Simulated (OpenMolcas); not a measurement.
## P+: from RASSCF to RASPT2

- Program: OpenMolcas 26.06
- Basis: ANO-RCC-VTZP [5s4p2d1f]
- Scalar Hamiltonian: DKH2, point nucleus
- Active space: 4 electrons in 9 orbitals (RAS2 3s 3p; RAS3 3d, at most 2 electrons)
- State averaging: 2S+1 = 3 even, 6 roots; 2S+1 = 1 even, 11 roots; 2S+1 = 5 odd, 1 root; 2S+1 = 3 odd, 8 roots; 2S+1 = 1 odd, 8 roots
- Spin-orbit coupling: state interaction with AMFI integrals over the reference wave functions, term energies averaged over their components

Methods on the same reference wave functions:
A. RASSCF
B. SS-RASPT2, IPEA 0.25 Eh, imaginary shift 0.1 Eh (closed shells correlated: 2s 2p)
C. MS-RASPT2, IPEA 0.25 Eh, imaginary shift 0.1 Eh (closed shells correlated: 2s 2p)
D. XMS-RASPT2, IPEA 0.25 Eh, imaginary shift 0.1 Eh (closed shells correlated: 2s 2p)

Energies in cm⁻¹ above 3s² 3p² ³P₀, the measured ground level; measured values from NIST Handbook of Basic Atomic Spectroscopic Data.

| Level | A | B | C | D | Measured |
| --- | --- | --- | --- | --- | --- |
| 3s² 3p² ³P₀ | 0.0 | 0.0 | 0.0 | 0.0 | 0.0 |
| 3s² 3p² ³P₁ | 143 | 144 | 145 | 145 | 165 |
| 3s² 3p² ³P₂ | 415 | 415 | 417 | 416 | 469 |
| 3s² 3p² ¹D₂ | 10708 | 9240 | 9230 | 9220 | 8882 |
| 3s² 3p² ¹S₀ | 24480 | 22120 | 22150 | 22350 | 21576 |
| 3s 3p³ ⁵S°₂ | 40219 | 43690 | 43720 | 44040 | 45697 |
| 3s 3p³ ³D°₁ | 63981 | 64600 | 64630 | 64930 | 65251 |
| 3s 3p³ ³D°₂ | 63992 | 64620 | 64640 | 64940 | 65272 |
| 3s 3p³ ³D°₃ | 64013 | 64640 | 64660 | 64970 | 65307 |
| 3s 3p³ ³P°₂ | 77073 | 76910 | 76940 | 77270 | 76764 |
| 3s 3p³ ³P°₁ | 77098 | 76940 | 76970 | 77300 | 76812 |
| 3s 3p³ ³P°₀ | 77107 | 76950 | 76970 | 77310 | 76823 |

Deviations, from unrounded energies. A percentage is the sum of absolute deviations over the sum of measured energies, with the sign that they share, or ± where signs differ.

```
                        Against measurement  Levels      A      B      C      D
             mean absolute deviation (cm-1)      11   1400    490    490    480
      fine structure of the ground term (%)       2  -12.0  -11.9  -11.5  -11.5
other terms of the ground configuration (%)       2  +15.5   +3.0   +3.0   +3.7
                   other configurations (%)       7   ±2.2   ±0.9   ±0.9   ±0.9
```

B, C, D lie about equally close to measurement and A furthest from it. The largest miss of D in the table is 3s 3p³ ⁵S°₂, by -1700 cm-1. The ranking rests on the paired levels alone, and a cruder setting can come out closer through cancelling errors.

Among B to D the level of the table that moves most is 3s 3p³ ³P°₀, by 360 cm-1 (lowest in B, highest in D). Moves below CASPT2's spread within the term are not significant.

The two smallest mean deviations differ by little beside CASPT2's spread within terms, so their order carries little weight.

From A to B the spin-free energies of the other terms of 3s² 3p² shown, above ³P, scale by factors of 0.86 to 0.90.

The lowest spin-free term lies below A's lowest term by 0.039 hartree in B, 0.039 hartree in C, 0.040 hartree in D.

CASPT2 does not keep the components of a term degenerate, so their means are used; among the terms shown or strongly mixed into the levels shown the widest spread is 53 cm-1 (3s² 3p² ¹D, D). The run also gave levels led by 3s 3p² 3d, 3s² 3p 3d, which use shells meant for correlation; these and all levels above them are left out. Some terms mix strongly with configurations of 3d, whose occupation reaches 0.26 (3s 3p³ ³D°, 3s 3p³ ³P°). Without dynamic correlation excited terms often stand tens of per cent too high (terms of higher spin than the ground term too low), and those without a measured partner can miss by more than the paired ones (holds for A). Computed and measured levels are paired by configuration, term and J; levels that our copy of the source lacks, or whose pairing is in doubt (as where it misses far off the trend of its configuration), stay unpaired and out of the deviations. Levels of configurations outside the active space are missing. Levels that lie high or do not pair safely by name in every column are left out.

° marks odd parity.
